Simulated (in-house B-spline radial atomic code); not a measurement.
A run on an ion of nuclear charge 60 with 60.5 electrons that did not converge. Method: scalar-relativistic (X2C) BLYP, spin-polarised, spherical fractional occupations, Fermi nucleus of rms radius 4.9123 fm; computed with a B-spline radial code for spherical atoms.

Command:
```bash
python run_scf.py task.json out
```
Settings (nuclear radius in fm, mass in u):
```
Z                60
configuration    [Xe] 4f4.5 6s2
hamiltonian      x2c
method           b88,lyp
spin_polarised   True
nucleus          fermi
rms_radius       4.9123
atomic_mass      141.90773
speed_of_light   137.035999084
```

First and last ten iterations of the last attempt (damped for 15 steps, keeping 80 % of the old Fock matrix, then DIIS):
```
 iter        energy (Eh)    residual
    1       -9610.458563    5.12e-01
    2       -9607.843588    6.97e-01
    3       -9616.179467    4.40e-01
    4       -9620.382031    2.55e-01
    5       -9622.354064    1.49e-01
    6       -9623.210072    9.13e-02
    7       -9623.552741    5.35e-02
    8       -9623.680927    2.89e-02
    9       -9623.728481    2.11e-02
   10       -9623.748097    1.50e-02
  111       -9616.459457    2.23e-01
  112       -9616.457125    2.23e-01
  113       -9616.447543    2.23e-01
  114       -9616.448277    2.23e-01
  115       -9616.446620    2.23e-01
  116       -9616.446349    2.23e-01
  117       -9616.458608    2.23e-01
  118       -9616.461232    2.22e-01
  119       -9623.715456    2.40e-02
  120       -9623.714998    2.41e-02
 not converged after 120 iterations
```

The smallest residual met was 9.2e-03; the threshold is about 6e-07. No energy from this run should be used. The likely cause: this method binds the added charge weakly or not at all at the basis-set limit, so charge moves back and forth between the atom and the box. Cost of the run: 1.3 s on 1 thread of AMD EPYC 9R45, on a shared host.
